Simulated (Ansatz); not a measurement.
H3In (SMILES [InH3]), charge 0, multiplicity 1, relaxed at each level with Ansatz (an electronic-structure program); harmonic frequencies from differences of analytic forces, average atomic masses, frozen cores. Elements past Kr take the def2 small-core potentials, without spin–orbit coupling.

Task: Give the equilibrium geometry, the harmonic frequencies and the zero-point energy at PBE/def2-TZVPP.

Result: 
(charge 0, multiplicity 1):
```xyz
4

In     0.000     0.000     0.000
H     -1.418    -0.999    -0.055
H     -0.156     1.729     0.008
H      1.574    -0.730     0.047
```
Frequencies (cm⁻¹): 580, 580, 606, 1747, 1752, 1752. Zero-point energy 10.03 kcal/mol.

Task: Give the equilibrium geometry, the harmonic frequencies and the zero-point energy at CCSD(T)/def2-TZVPP.

Result: 
(charge 0, multiplicity 1):
```xyz
4

In     0.00000     0.00000     0.00000
H     -1.43168    -1.00859    -0.05506
H     -0.15747     1.74503     0.00769
H      1.58915    -0.73644     0.04736
```
Frequencies (cm⁻¹): 600, 610, 610, 1766, 1766, 1781. Zero-point energy 10.19 kcal/mol.
